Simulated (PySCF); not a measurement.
Electronic structure of Co (cobalt, neutral) at the UHF level

Configuration: [Ar] 3d6 4s2 5s1, high-spin 6D determinant (an excited configuration). All numbers are calculated (PySCF 2.14, the non-relativistic Hamiltonian (point nucleus), in aug-cc-pVTZ with one added diffuse shell each of s, p, d, f, g type (9s8p6d4f3g, 118 functions)).

```
Total energy                                                  : -1381.112930 hartree
One-electron energy                                           : -1902.3314 hartree
Hartree (Coulomb) energy                                      : 578.9194 hartree
Exchange energy                                               : -57.7009 hartree
Kinetic energy                                                : 1381.28688 hartree
⟨S²⟩                                                          : 8.7571
⟨L²⟩                                                          : 6.017
Sum of ⟨r⟩                                                    : 27.56 bohr
Sum of ⟨r²⟩                                                   : 105.3 bohr²
Traceless quadrupole moment −½Σ⟨3z² − r²⟩ along its main axis : 0.123 e·bohr²
Density at the nucleus (Gaussians lack the cusp)              : 13300 bohr⁻³
Spin density at the nucleus                                   : 1.76 bohr⁻³
Langevin diamagnetic susceptibility                           : -83.4 ×10⁻⁶ cm³/mol
```

| shell | electrons | mean orbital energy (eV) | spread (eV) | rms radius, mean of both spins (bohr) |
| --- | --- | --- | --- | --- |
| 1s α | 1 | -7715.0 | 0 | 0.0659 |
| 1s β | 1 | -7714.8 | 0 | 0.0659 |
| 2s α | 1 | -964.05 | 0 | 0.279 |
| 2s β | 1 | -959.96 | 0 | 0.279 |
| 2p α | 3 | -834.65 | 1.111 | 0.250 |
| 2p β | 3 | -830.66 | 0.024 | 0.250 |
| 3s α | 1 | -140.69 | 0 | 0.832 |
| 3s β | 1 | -129.99 | 0 | 0.832 |
| 3p α | 3 | -99.938 | 2.271 | 0.882 |
| 3p β | 3 | -87.083 | 1.662 | 0.882 |
| 3d α | 5 | -32.493 | 2.688 | 1.06 |
| 3d β | 1 | -26.310 | 0 | 1.06 |
| 4s α | 1 | -13.640 | 0 | 2.81 |
| 4s β | 1 | -12.468 | 0 | 2.81 |
| 5s α | 1 | -2.564 | 0 | 8.74 |

The outer electron is Rydberg-like, and this basis confines it to a smaller radius and binds it less than a complete one would.

Spin-orbit constants ζ (cm⁻¹) from the X2C one-electron operator on these orbitals (non-relativistic here): bare nucleus, nucleus screened by l(l+1)(2l+1)/3 electrons, and screened by the Breit-Pauli mean field of the electrons.

```csv
shell,bare,screened nucleus,mean field
2p,80110,74170,n/a
3p,10130,9384,n/a
3d,1049,660.5,n/a
```

To first order the Landé constant is A = -132.1 cm⁻¹, so the lowest level has J = 9/2 and lies 0.0819 eV below the centre of the term. This holds in LS coupling only.
